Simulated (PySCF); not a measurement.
# Identify the compound

An unknown has the formula C6H14Si2. Its calculated NMR data are:

¹H NMR (400 MHz, computed): δ 6.27 (m, 1H), 5.52 (q, 1H), 5.40 (m, 1H), 5.25 (m, 1H), 4.11 (d, 3H), 3.96 (t, 3H), 2.93 (d, 2H), 1.96 (q, 2H).

¹³C{¹H} NMR (computed): δ 170.0 (C), 144.8 (CH), 121.0 (CH2), 115.9 (CH), 52.0 (CH2), 21.9 (CH2).

How the numbers were obtained: NMR shieldings at PBE0/pcSseg-1/GIAO, coordinates at the GFN2-xTB level, in PySCF (no solvent, a single conformation, relativity neglected, one averaged value for each set of equivalent atoms).

Shifts are taken against calculated references (same method and geometry level): ¹H and ¹³C vs TMS.

Problem. Choose the structure that fits.
A. [SiH3][SiH2]C1=CCCCC1
B. CC(C)(C)[SiH2]C#C[SiH3]
C. C1C[SiH]2CC[SiH]1CC2
D. C=CC/C(=C/[SiH3])C[SiH3]

Solution. D. 

- Rings plus π bonds: 2 (no ring in the answer).
- 6 carbon signals for 6 carbons: no two carbons are equivalent.
- Carbon types of the structure: 1 × C, 2 × CH, 3 × CH2, leaving 6 H on heteroatoms.
- δC 170.0: fully substituted alkene carbon.
- δC 144.8, 115.9: alkene CH; an sp2 carbon of a C=C bond.
- δC 121.0: terminal =CH2 carbon; as expected for a trigonal carbon in a double bond.
- δH 6.27, 5.52: hydrogen on an alkene CH; olefinic region.
- δH 2.93: hydrogen on an allylic sp3 CH2; allylic position.

The others: [SiH3][SiH2]C1=CCCCC1 would give 7 signals for carbon-bound and other non-exchanging H, not 8; CC(C)(C)[SiH2]C#C[SiH3] would give 4 carbon signals, not 6; C1C[SiH]2CC[SiH]1CC2 would give 1 carbon signal, not 6.

Shifts are as computed. Against solution values, carbons near 30 ppm lie about +3 ppm off and those near 130 ppm about +5 ppm. Of 1211 compounds with measured shifts, 218 miss one by over three times the rms of a fit or turn the order of signals round; such compounds aren't used in these exercises. No couplings were computed; multiplicities are counted from neighbouring protons, with m where these are inequivalent, close in shift, in a saturated or five-membered ring or joined by F or P, and br s for small geminal =CH2 splittings.
